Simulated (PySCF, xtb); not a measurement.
BH4N, SMILES NB.

Geometry: PBE-D3(BJ)/def2-TZVP.

Calculation: PySCF 2.14.0 with IEF-PCM-ωB97X/def2-TZVPD.

The values are the electrostatic part of the solvation free energy, E(continuum) − E(gas) at the gas-phase geometry, in a cavity of scaled van der Waals radii (PySCF's table); cavitation and dispersion terms are not included. In vacuum the orbital gap is 12.78 eV. The dipole moment in vacuum is 1.86 D.

```
solvent            ε  ΔG(elec) (kcal/mol)  dipole (D)  gap (eV)
-------------  -----  -------------------  ----------  --------
water          78.36                 -3.2        2.38     12.70
methanol       32.61                 -3.1        2.36     12.70
cyclohexanone  15.62                 -2.9        2.33     12.71
```

For comparison, GFN2-xTB/ALPB(water) (xtb, at the GFN2-xTB geometry, all terms of that model) gives -4.4 kcal/mol.
